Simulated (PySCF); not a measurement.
A PySCF script (with the pyscf-properties extension) for the NMR shieldings of `CC[C@H](C=O)C(F)(F)F`, C5H7F3O, on a GFN2-xTB geometry:

```python
import basis_set_exchange as bse
import numpy as np
from pyscf import gto, dft
from pyscf.prop import nmr

atoms = """
C     2.053838    0.088280    0.180115
C     0.649641   -0.053621    0.753898
C    -0.403109   -0.195810   -0.352507
C    -0.685727    1.113007   -1.079105
O    -0.107090    2.137427   -0.886463
C    -1.715011   -0.725890    0.215035
F    -1.562833   -1.917516    0.808553
F    -2.647531   -0.897809   -0.736207
F    -2.246208    0.092876    1.129636
H     2.317376   -0.782135   -0.417042
H     2.124851    0.976252   -0.441499
H     2.771975    0.178171    0.990387
H     0.606878   -0.931279    1.402164
H     0.409171    0.827027    1.351989
H    -0.077749   -0.926663   -1.103885
H    -1.496069    1.026627   -1.826481
"""
names = dict.fromkeys(["C", "O", "F", "H"], "pcSseg-1")
basis = {el: gto.basis.parse(bse.get_basis(n, elements=[el], fmt="nwchem")) for el, n in names.items()}
mol = gto.M(atom=atoms, basis=basis, charge=0, verbose=0)
mf = dft.RKS(mol, xc="PBE0")
mf.grids.level = 2
mf.grids.alignment = dft.numint.BLKSIZE   # the property module wants whole blocks of grid points
mf.conv_tol = 1e-9
mf.kernel()

calc = nmr.RKS(mf)   # GIAO
C = mf.mo_coeff
Co = C[:, mf.mo_occ > 0]
resp = mf.gen_response(singlet=True, hermi=2)
def vind(x):   # induced exchange potential for any number of trial vectors
    d = np.einsum("pi,xij,qj->xpq", C, 2 * x.reshape(-1, C.shape[1], Co.shape[1]), Co, optimize=True)
    return np.einsum("xpq,pi,qj->xij", resp(d - d.transpose(0, 2, 1)), C, Co, optimize=True).ravel()
mo1, _ = nmr.rhf.solve_mo1(calc, with_cphf=vind)
sigma = calc.kernel(mo1)
for i, s in enumerate(sigma):   # ppm
    print("%2d %-2s %9.2f" % (i, mol.atom_pure_symbol(i), np.trace(s) / 3))
```

Q: Give the expected output.

A: 
```
 0 C     172.50
 1 C     167.02
 2 C     124.32
 3 C     -14.62
 4 O    -378.64
 5 C      52.11
 6 F     250.46
 7 F     254.48
 8 F     258.40
 9 H      31.13
10 H      30.17
11 H      30.44
12 H      30.05
13 H      29.63
14 H      29.10
15 H      21.50
```

These numbers come from an equivalent density-fitted implementation of the same equations, which agrees with the script to about 0.01 ppm for H and up to a few tenths of a ppm for heavy atoms, so last digits may differ.

Q: Turn these shieldings into chemical shifts. δ = σ(ref) − σ, references computed at the same level: TMS for $^{13}$C (σref 186.93) and $^{1}$H (σref 31.72); $^{17}$O (σref 336.08) against H2O; $^{19}$F (σref 170.95) against CFCl3.

A: Averaging equivalent atoms: C 3: 201.5; C 5: 134.8; C 2: 62.6; C 1: 19.9; C 0: 14.4; O 4: 714.7; F 6/7/8: -83.5; H 15: 10.21; H 14: 2.62; H 13: 2.08; H 12: 1.67; H 9/10/11: 1.14 ppm. Unscaled 19F shifts against computed CFCl3 carry errors that often reach 10 to 50 ppm. Unscaled 17O shifts of doubly bonded oxygen tend to come out too high, by tens of ppm or more. Experimental scales use liquid or dissolved standards, which lie at an offset from isolated H2O (liquid H2O: subtract about 36 ppm).

Size and cost of the density-fitted run: 188 basis functions, of the order of 80 core-seconds.
